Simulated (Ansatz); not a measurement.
C2H6F2Si, SMILES [Si@H](CF)(F)C.

Coordinates come from a ωB97X-D3(BJ)/def2-SVP optimisation. The structure was generated by enumeration; whether it is a known compound was not checked. One conformer was computed; it need not be the lowest.

Two levels are set side by side: PBE/def2-TZVPD (Ansatz, a quantum-chemistry and plane-wave program) and CAM-B3LYP/def2-TZVPD (Ansatz). Energy differences of separate SCF runs at the same geometry; the states with an electron removed or added have multiplicity 2 and 2. Differences are taken from unrounded values.

```tsv
quantity	CAM-B3LYP
vertical ionisation energy (eV)	11.06
vertical singlet–triplet gap (eV)	7.16
```

Q: What does PBE give, and how far is it from CAM-B3LYP? (An estimate is asked for; the answer gives what the named calculation found.)

A: 
| quantity | PBE | PBE minus CAM-B3LYP |
|---|---|---|
| vertical ionisation energy (eV) | 10.36 | -0.70 |
| vertical singlet–triplet gap (eV) | 6.33 | -0.83 |
